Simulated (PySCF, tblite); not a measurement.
Species: C5H9BOSi.
Geometry (GFN2-xTB, Å), atoms numbered from 1 in this order:
```
atom  x, y, z in Å
C1    -4.650    0.007    0.500
C2    -3.645   -0.232   -0.326
O3    -2.367    0.070   -0.007
B4    -1.314   -0.160   -0.805
C5     0.061    0.249   -0.309
C6     1.177    0.569    0.043
Si7    2.878    1.062    0.581
C8     4.093   -0.294    0.040
H9    -5.659   -0.238    0.228
H10   -4.485    0.452    1.465
H11   -3.797   -0.683   -1.304
H12   -1.438   -0.663   -1.871
H13    3.210    2.336   -0.071
H14    2.893    1.210    2.043
H15    3.811   -1.262    0.444
H16    5.101   -0.076    0.381
H17    4.124   -0.386   -1.042
```

Jobs on this species (17 atoms, 66 electrons) with PySCF (density fitting) and tblite. Hardware of each: one thread of an Arm Neoverse N1, on a shared host. Other jobs ran on the host; a repeat could differ by tens of per cent or more.

Problem. Rank these jobs by wall time, shortest first.
A. CAM-B3LYP/def2-SVPD; 8 singlets by full TDDFT, 3 Tamm–Dancoff triplets, polarisability; 239 basis functions
B. GFN2-xTB; Hessian by finite differences
C. PBE0/pcSseg-1; shieldings, charges and field gradients; 188 basis functions

Solution. B (1.1 s), C (53 s), A (1.9 min).

All jobs:

```csv
level and settings,work,basis functions,SCF cycles,wall time
GFN2-xTB,Hessian by finite differences,–,–,1.1 s
GFN2-xTB,L-BFGS relaxation,–,–,1.6 s
PBE0/pcSseg-1,"shieldings, charges and field gradients",188,15,53 s
CAM-B3LYP/def2-SVPD,"8 singlets by full TDDFT, 3 Tamm–Dancoff triplets, polarisability",239,14,1.9 min
```

Problem. What do all jobs in the table cost together?

Solution. About 2.8 min; the longest takes about 67 % of that, and about 100 times as long as the shortest.
